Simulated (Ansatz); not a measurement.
Consider the formal exchange of groups at the Se–C bond: `COC(O)[SeH]` + `SC1=NC1` → `[SeH]C1=NC1` + `COC(O)S`.

Computed with Ansatz on PBE0-D4/def2-TZVP structures; ΔE is electronic, products minus reactants. CBS: MP2 limit from def2 TZ/QZ plus the TZ coupled-cluster correction, frozen cores. Functionals use def2-TZVPP. B3LYP here is the variant with VWN-RPA as its local correlation; programs differ in this. For Se outer-core shells are correlated without core-valence functions, which leaves a few kJ/mol of doubt a bond. Scalar relativity is left out up to krypton. Each species was taken in one conformer, which may not be the lowest.

```
      species  B3LYP-D4 energy (Eh)
`COC(O)[SeH]`           -2631.94891
    `SC1=NC1`            -530.97358
`[SeH]C1=NC1`           -2534.33667
    `COC(O)S`            -628.58542
```

(1) Work out ΔE.

Largest T1 diagnostic among the species: 0.013.

Results:

(1) ΔE = (-2534.33667) + (-628.58542) − (-2631.94891) − (-530.97358) = 0.00040 Eh = +0.3 kcal/mol. CCSD(T)/CBS gives -0.2 kcal/mol.
